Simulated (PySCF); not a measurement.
AlGeH₅O₂, SMILES [OH][Al]([OH])[GeH3].

The structure is a stationary point at PBE0-D3(BJ)/def2-SVP. The structure was generated by enumeration; whether it is a known compound was not checked. One conformer was computed; it need not be the lowest.

All values below come from HF/def2-TZVP run with PySCF.

Gas-phase values at a fixed geometry.

| Quantity | Value |
|---|---|
| total energy | -2470.12004 hartree |
| highest occupied level | -10.56 eV |
| lowest empty level | 2.12 eV |
| orbital gap | 12.68 eV |
| dipole moment | 2.93 D |
| quadrupole, principal values (traceless, Buckingham form, about the centre of nuclear charge) | -11.29, 0.10, 11.18 D·Å |
| mean static polarisability | 58.3 bohr³ (8.63 Å³) |
| polarisability, principal values | 51.3, 55.7, 67.7 bohr³ |
